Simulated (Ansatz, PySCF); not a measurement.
germyloxygermane (Ge2H6O), SMILES [GeH3][O][GeH3]. Atoms are numbered in the order given.

```xyz
9

O      0.2910    -0.6113     0.3912
Ge    -1.4195    -0.7308    -0.0886
H     -1.8829    -2.1119     0.3849
H     -1.5317    -0.5991    -1.6197
H     -2.2225     0.3921     0.5956
Ge     1.4107     0.7479     0.1283
H      0.8642     2.0044     0.8328
H      1.5493     1.0114    -1.3834
H      2.7439     0.3051     0.7389
```

Coordinates come from a r2SCAN-D4/def2-SVP optimisation.

Two levels are set side by side: PBE-D3(BJ)/def2-SVP (Ansatz, a quantum-chemistry and plane-wave program) and r2SCAN-D4/def2-SVP (Ansatz). Each level has its own optimised geometry; the coordinates shown are those of the second. Frequencies come from the Hessian of PySCF at each geometry. Differences are taken from unrounded values.

| quantity | r2SCAN-D4 | PBE-D3(BJ) | PBE-D3(BJ) minus r2SCAN-D4 |
|---|---|---|---|
| mean bond length (Å) | 1.598 | 1.615 | 0.017 |
| bond O1–Ge2 (Å) | 1.780 | 1.801 | 0.020 |
| bond O1–Ge6 (Å) | 1.781 | 1.801 | 0.020 |
| bond Ge2–H3 (Å) | 1.532 | 1.547 | 0.015 |
| bond Ge2–H4 (Å) | 1.541 | 1.557 | 0.016 |
| bond Ge2–H5 (Å) | 1.541 | 1.557 | 0.016 |
| bond Ge6–H7 (Å) | 1.541 | 1.557 | 0.016 |
| bond Ge6–H8 (Å) | 1.541 | 1.557 | 0.016 |
| bond Ge6–H9 (Å) | 1.532 | 1.547 | 0.015 |
| highest harmonic wavenumber (cm⁻¹) | 2180 | 2109 | -72 |
| mean harmonic wavenumber (cm⁻¹) | 1063 | 1023 | -39 |
| zero-point energy (kcal/mol) | 31.90 | 30.72 | -1.18 |
